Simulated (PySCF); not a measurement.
## Threshold energies of AlCu in a plasma

PBE0 in PySCF with def2-TZVPPD on every atom, for the lowest determinant that a PBE0 search found; no spin–orbit coupling.

```csv
species,state (unpaired electrons),Re (Å),ωe (cm⁻¹),energy of the minimum from the neutral (eV),De (eV),dissociates to
AlCu,singlet (closed shell),2.409,272,0.00,2.00,Al + Cu (3d10 4s1)
AlCu⁺,doublet (σ ↑),2.447,222,6.75,1.34,Al⁺ + Cu (3d10 4s1)
```

Work out the lowest energy to break AlCu into atoms, from its vibrational ground state.

D0 = De − ωe/2 = 2.00 − 0.02 = 1.98 eV (PBE0/def2-TZVPPD).

Work out the ionisation energy of the Al atom at this level and the threshold of dissociative ionisation.

IE(Al) = 6.75 + 1.34 − 2.00 = 6.09 eV, so Al⁺ + Cu (3d10 4s1) + e⁻ appears at D0 + IE(Al) = 8.07 eV (PBE0/def2-TZVPPD). The measured IE(Al) is 5.986 eV (NIST ASD).

These are thermodynamic thresholds; the onsets seen under electron impact lie higher where the geometry changes, and cross-sections peak well above them.

Closed-shell solutions of metal pairs were not tested for spin polarisation, which can lower them a little. For an ion De counts to the pair picked by the measured ionisation energies or electron affinities, which need not be the lowest pair at this level.
